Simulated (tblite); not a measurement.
Parent: `[O:1]=[CH:2][c:3]1[cH:4][cH:5][n:6][n:7]1[CH:8]1[CH2:9][CH2:10]1` with O1–C2–C3–C4 180°, N6–N7–C8–C9 -34°, C7H8N2O.

Computed geometry: GFN2-xTB, gas phase. One conformer each, not checked by frequencies here.

```
coordinate of the parent    value
                   O1=C2  1.210 Å
                   C2–C3  1.441 Å
                   C3–C4  1.398 Å
                   C4–C5  1.388 Å
                   C5–N6  1.328 Å
                   N6–N7  1.314 Å
                   N7–C8  1.419 Å
                   C8–C9  1.502 Å
                  C9–C10  1.495 Å
                   C3–N7  1.364 Å
                  C8–C10  1.502 Å
                O1–C2–C3   127.0°
                C2–C3–C4   128.0°
                C2–C3–N7   126.2°
                C4–C3–N7   105.7°
                C3–C4–C5   104.8°
                C4–C5–N6   110.7°
                C5–N6–N7   107.0°
                N6–N7–C8   120.9°
                C3–N7–N6   111.8°
                C3–N7–C8   127.3°
                N7–C8–C9   118.1°
               N7–C8–C10   118.0°
               C9–C8–C10    59.7°
               C8–C9–C10    60.2°
               C8–C10–C9    60.2°
```

Q: How does the shared frame change in `[CH3:1][CH2:2][c:3]1[cH:4][cH:5][n:6][n:7]1[CH:8]1[CH2:9][CH2:10]1` with C1–C2–C3–C4 -94°, N6–N7–C8–C9 13°, C8H12N2? Atoms pair as C2 = C2, C3 = C3, C4 = C4, C5 = C5, N6 = N6, N7 = N7, C8 = C8, C9 = C9, C10 = C10 (parent first).

A: 
```csv
parent,relative,value in the relative,change
C2–C3,C2–C3,1.490 Å,+0.049
C3–C4,C3–C4,1.381 Å,-0.017
C4–C5,C4–C5,1.398 Å,+0.010
C5–N6,C5–N6,1.318 Å,-0.010
N6–N7,N6–N7,1.333 Å,+0.019
N7–C8,N7–C8,1.422 Å,+0.003
C8–C9,C8–C9,1.497 Å,-0.005
C9–C10,C9–C10,1.498 Å,+0.003
C3–N7,C3–N7,1.356 Å,-0.008
C8–C10,C8–C10,1.505 Å,+0.003
C2–C3–C4,C2–C3–C4,129.7°,+1.7
C2–C3–N7,C2–C3–N7,124.2°,-2.0
C4–C3–N7,C4–C3–N7,106.1°,+0.4
C3–C4–C5,C3–C4–C5,105.0°,+0.2
C4–C5–N6,C4–C5–N6,110.9°,+0.2
C5–N6–N7,C5–N6–N7,106.2°,-0.8
N6–N7–C8,N6–N7–C8,120.3°,-0.6
C3–N7–N6,C3–N7–N6,111.9°,+0.1
C3–N7–C8,C3–N7–C8,127.8°,+0.5
N7–C8–C9,N7–C8–C9,118.4°,+0.3
N7–C8–C10,N7–C8–C10,119.0°,+1.0
C9–C8–C10,C9–C8–C10,59.9°,+0.2
C8–C9–C10,C8–C9–C10,60.3°,+0.1
C8–C10–C9,C8–C10–C9,59.8°,-0.4
```

Of the parent's bonds, C2–C3 changes most (+0.049 Å). Bonds of the relative outside the shared frame: C1–C2 1.531 Å. Point group Cs → C1.
